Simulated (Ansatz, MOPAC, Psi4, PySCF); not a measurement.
Species: H₁₀Si₄O, net charge 0, singlet state. SMILES: O[Si]([SiH3])([SiH3])[SiH3]
Geometry: optimised at B3LYP-D3(BJ)/def2-TZVP (Ansatz, an electronic-structure program).

Wanted: vertical ionisation energy to the doublet, in eV. Terms: 6-311+G** with 5d, 6d on Na to Ar in Ansatz; valence correlation only; six Cartesian d functions in 6-31G* and its kin unless marked 5d; UHF or UKS for open shells; dispersion terms only where a functional's name holds one; no spin-orbit coupling; non-relativistic; each state is the SCF solution reached for its charge and spin. Ab initio and DFT rows: single points at B3LYP-D3(BJ) geometries (Ansatz). Semi-empirical rows: differences of heats of formation at the shared geometry for vertical values.

```
level               program  vertical ionisation energy to the doublet (eV)
------------------  -------  ----------------------------------------------
PM6                   MOPAC                                            8.12
MNDO                  MOPAC                                            8.01
HF/6-31G*            Ansatz                                            8.85
HF/6-311+G**         Ansatz                                            8.91
PBE/6-311+G**        Ansatz                                            8.90
B3LYP/STO-3G         Ansatz                                            6.22
B3LYP/3-21G          Ansatz                                            9.04
B3LYP/6-31G*         Ansatz                                            9.03
B3LYP/6-311+G**      Ansatz                                            9.18
M06-2X/6-31G* (5d)    PySCF                                            9.22
wB97X-D/6-31G*         Psi4                                            9.19
MP2/6-31G*           Ansatz                                            8.99
MP2/6-311+G**        Ansatz                                            9.26
PBE/def2-TZVPD       Ansatz                                            8.85
```

No value to compare with is used here. The 13 habitual levels span 6.22 (B3LYP/STO-3G) to 9.26 eV (MP2/6-311+G**); PBE/def2-TZVPD gives 8.85.

The levels are drawn from those run, B3LYP/6-31G* more often than the rest, none by its result; left out are runs that failed, that the program found above a lower state of the same kind, or whose <S^2> lies over 0.5 above the pure value.
